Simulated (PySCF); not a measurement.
**Basis-set dependence of population analyses: `NCB(O)O`**

CH₆BNO₂.
Bonds: N1–C2, C2–B3, B3–O4, B3–O5. Hydrogens: H6, H7 on N1; H8, H9 on C2; H10 on O4; H11 on O5.

PBE0 throughout (PySCF), one geometry, spherical d and f functions. One conformer (not necessarily the lowest) at the PBE0-D3(BJ)/def2-SVP geometry, without solvent, vibrations or thermal averaging. Atoms taken as equivalent share a column and are averaged.

Mulliken charges (e):

```csv
basis,functions,N1,C2,B3,O4/O5,H6/H7,H8/H9,H10/H11
STO-3G,31,-0.410,-0.183,+0.334,-0.330,+0.165,+0.068,+0.226
6-31G,57,-0.697,-0.417,+0.631,-0.629,+0.297,+0.176,+0.397
pcSseg-0,57,-0.749,-0.638,+0.829,-0.645,+0.296,+0.236,+0.392
6-31G*,82,-0.752,-0.388,+0.506,-0.603,+0.322,+0.170,+0.427
cc-pVDZ,100,-0.227,-0.084,-0.006,-0.125,+0.087,+0.039,+0.157
def2-SVP,100,-0.266,-0.058,-0.038,-0.161,+0.107,+0.044,+0.191
pcSseg-1,115,-0.447,-0.313,+0.505,-0.415,+0.168,+0.125,+0.250
aug-cc-pVDZ,169,-0.300,+0.654,+0.666,-0.497,-0.026,-0.228,+0.241
"6-311+G(2d,p)",171,-0.520,-0.526,+1.100,-0.729,+0.245,+0.151,+0.306
def2-TZVP,191,-0.483,-0.250,+0.252,-0.431,+0.219,+0.123,+0.329
cc-pVTZ,234,-0.309,-0.177,+0.142,-0.263,+0.133,+0.088,+0.214
IGLO-III,235,-0.520,-0.408,+0.758,-0.566,+0.234,+0.122,+0.295
```

IAO charges (e):

```csv
basis,functions,N1,C2,B3,O4/O5,H6/H7,H8/H9,H10/H11
STO-3G,31,-0.434,-0.330,+0.337,-0.376,+0.189,+0.132,+0.269
6-31G,57,-0.562,-0.341,+0.458,-0.540,+0.245,+0.154,+0.364
pcSseg-0,57,-0.539,-0.338,+0.435,-0.517,+0.234,+0.150,+0.355
6-31G*,82,-0.561,-0.321,+0.499,-0.551,+0.240,+0.142,+0.361
cc-pVDZ,100,-0.559,-0.319,+0.484,-0.546,+0.238,+0.141,+0.364
def2-SVP,100,-0.551,-0.317,+0.479,-0.542,+0.235,+0.139,+0.362
pcSseg-1,115,-0.564,-0.323,+0.490,-0.553,+0.241,+0.145,+0.366
aug-cc-pVDZ,169,-0.590,-0.328,+0.497,-0.567,+0.251,+0.150,+0.376
"6-311+G(2d,p)",171,-0.591,-0.331,+0.503,-0.570,+0.252,+0.150,+0.376
def2-TZVP,191,-0.587,-0.331,+0.508,-0.569,+0.250,+0.149,+0.374
cc-pVTZ,234,-0.584,-0.331,+0.506,-0.568,+0.250,+0.149,+0.374
IGLO-III,235,-0.592,-0.332,+0.507,-0.571,+0.252,+0.151,+0.377
```

Hirshfeld charges (e):

```json
{"basis": "STO-3G", "functions": "31", "N1": "-0.229", "C2": "-0.037", "B3": "+0.158", "O4/O5": "-0.185", "H6/H7": "+0.083", "H8/H9": "+0.010", "H10/H11": "+0.146"}
{"basis": "6-31G", "functions": "57", "N1": "-0.250", "C2": "-0.088", "B3": "+0.209", "O4/O5": "-0.262", "H6/H7": "+0.104", "H8/H9": "+0.037", "H10/H11": "+0.186"}
{"basis": "pcSseg-0", "functions": "57", "N1": "-0.243", "C2": "-0.098", "B3": "+0.214", "O4/O5": "-0.261", "H6/H7": "+0.101", "H8/H9": "+0.035", "H10/H11": "+0.189"}
{"basis": "6-31G*", "functions": "82", "N1": "-0.246", "C2": "-0.091", "B3": "+0.211", "O4/O5": "-0.257", "H6/H7": "+0.103", "H8/H9": "+0.035", "H10/H11": "+0.183"}
{"basis": "cc-pVDZ", "functions": "100", "N1": "-0.236", "C2": "-0.107", "B3": "+0.212", "O4/O5": "-0.249", "H6/H7": "+0.102", "H8/H9": "+0.034", "H10/H11": "+0.178"}
{"basis": "def2-SVP", "functions": "100", "N1": "-0.242", "C2": "-0.109", "B3": "+0.222", "O4/O5": "-0.256", "H6/H7": "+0.103", "H8/H9": "+0.036", "H10/H11": "+0.182"}
{"basis": "pcSseg-1", "functions": "115", "N1": "-0.249", "C2": "-0.108", "B3": "+0.238", "O4/O5": "-0.261", "H6/H7": "+0.103", "H8/H9": "+0.038", "H10/H11": "+0.180"}
{"basis": "aug-cc-pVDZ", "functions": "169", "N1": "-0.249", "C2": "-0.115", "B3": "+0.237", "O4/O5": "-0.258", "H6/H7": "+0.103", "H8/H9": "+0.041", "H10/H11": "+0.176"}
{"basis": "6-311+G(2d,p)", "functions": "171", "N1": "-0.249", "C2": "-0.110", "B3": "+0.238", "O4/O5": "-0.262", "H6/H7": "+0.104", "H8/H9": "+0.040", "H10/H11": "+0.178"}
{"basis": "def2-TZVP", "functions": "191", "N1": "-0.249", "C2": "-0.111", "B3": "+0.237", "O4/O5": "-0.262", "H6/H7": "+0.105", "H8/H9": "+0.040", "H10/H11": "+0.179"}
{"basis": "cc-pVTZ", "functions": "234", "N1": "-0.247", "C2": "-0.111", "B3": "+0.236", "O4/O5": "-0.260", "H6/H7": "+0.104", "H8/H9": "+0.039", "H10/H11": "+0.178"}
{"basis": "IGLO-III", "functions": "235", "N1": "-0.250", "C2": "-0.114", "B3": "+0.242", "O4/O5": "-0.261", "H6/H7": "+0.104", "H8/H9": "+0.041", "H10/H11": "+0.177"}
```

Some averages cover members that differ in this geometry, most widely: O4/O5, Mulliken in aug-cc-pVDZ -0.558 to -0.436; O4/O5, Mulliken in 6-311+G(2d,p) -0.756 to -0.703; H10/H11, Mulliken in aug-cc-pVDZ +0.220 to +0.263 e.

**Question.** Which scheme is steadiest as the basis changes?

**Answer.** Largest range over the bases for any column: Hirshfeld 0.08 e, IAO 0.20 e, Mulliken 1.29 e. Hirshfeld charges move least and Mulliken charges most, counted in e. Without the minimal STO-3G basis the ranges are Hirshfeld 0.03, IAO 0.07, Mulliken 1.29 e.

**Question.** How much do the charges still move between the two largest bases, cc-pVTZ and IGLO-III?

**Answer.** At most, over all atoms: Mulliken 0.616 e, IAO 0.007 e, Hirshfeld 0.006 e.

**Question.** What do the same runs give for the total energy, the frontier levels and the dipole moment?

**Answer.** 
```json
{"basis": "STO-3G", "energy (Eh)": "-267.9633", "HOMO (eV)": "-3.20", "LUMO (eV)": "5.06", "μ (D)": "2.36"}
{"basis": "6-31G", "energy (Eh)": "-271.4620", "HOMO (eV)": "-5.97", "LUMO (eV)": "1.57", "μ (D)": "2.26"}
{"basis": "pcSseg-0", "energy (Eh)": "-270.9143", "HOMO (eV)": "-5.94", "LUMO (eV)": "1.48", "μ (D)": "2.46"}
{"basis": "6-31G*", "energy (Eh)": "-271.5439", "HOMO (eV)": "-6.12", "LUMO (eV)": "1.89", "μ (D)": "2.00"}
{"basis": "cc-pVDZ", "energy (Eh)": "-271.5809", "HOMO (eV)": "-6.17", "LUMO (eV)": "1.57", "μ (D)": "1.78"}
{"basis": "def2-SVP", "energy (Eh)": "-271.3657", "HOMO (eV)": "-6.20", "LUMO (eV)": "1.43", "μ (D)": "1.89"}
{"basis": "pcSseg-1", "energy (Eh)": "-271.5409", "HOMO (eV)": "-6.42", "LUMO (eV)": "1.03", "μ (D)": "1.96"}
{"basis": "aug-cc-pVDZ", "energy (Eh)": "-271.6105", "HOMO (eV)": "-6.58", "LUMO (eV)": "-0.36", "μ (D)": "1.80"}
{"basis": "6-311+G(2d,p)", "energy (Eh)": "-271.6600", "HOMO (eV)": "-6.60", "LUMO (eV)": "-0.21", "μ (D)": "1.85"}
{"basis": "def2-TZVP", "energy (Eh)": "-271.6800", "HOMO (eV)": "-6.53", "LUMO (eV)": "0.57", "μ (D)": "1.81"}
{"basis": "cc-pVTZ", "energy (Eh)": "-271.6727", "HOMO (eV)": "-6.46", "LUMO (eV)": "0.88", "μ (D)": "1.74"}
{"basis": "IGLO-III", "energy (Eh)": "-271.6906", "HOMO (eV)": "-6.58", "LUMO (eV)": "0.20", "μ (D)": "1.80"}
```

The dipole is fixed by the density alone, so its range of 0.72 D shows that the density itself changes with the basis, not only its division among atoms.
